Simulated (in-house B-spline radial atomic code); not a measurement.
A fraction x of an electron is removed from 3d in Fe VI (Fe5+), starting from [Ar] 3d3 and keeping the highest spin. All numbers are computed (non-relativistic M06-2X, spin-polarised, spherical fractional occupations; point nucleus) with an all-electron radial atomic-structure program (B-spline basis), not measured.

Caution: exact exchange at fractional occupations of open shells leaves self-interaction of up to several eV.

```csv
x,E(x) - E(0) (eV),3d up level (eV)
0,0.0000,-89.473
0.05,4.4995,-90.506
0.18,16.4407,-93.209
0.32,29.6953,-96.147
0.45,42.3731,-98.900
0.5,47.3447,-99.965
0.56,53.3811,-101.248
0.74,71.9541,-105.127
0.87,85.8043,-107.956
0.97,96.7094,-110.148
1,100.0237,-110.808
```

The exact functional would give a straight line between the two integer points. Deviations E(x) - E(0) - x[E(1) - E(0)], in eV: -0.502 at x = 0.05, -1.564 at x = 0.18, -2.312 at x = 0.32, -2.638 at x = 0.45, -2.667 at x = 0.5, -2.632 at x = 0.56, -2.063 at x = 0.74, -1.216 at x = 0.87, -0.314 at x = 0.97.

The curve lies below the straight line by up to 2.667 eV (at x = 0.5): convex, the delocalisation error, to which spherically averaged exact exchange adds.

Task: How well does Slater's transition state (minus the level at half occupation) give the ionisation energy?

Result: It gives 99.965 eV against 100.024 eV from the two total energies; NIST lists 98.98 eV, ground level to ground level. The end point has an open shell averaged over its orbitals, so its exact exchange keeps a self-interaction and this is no true integer point.
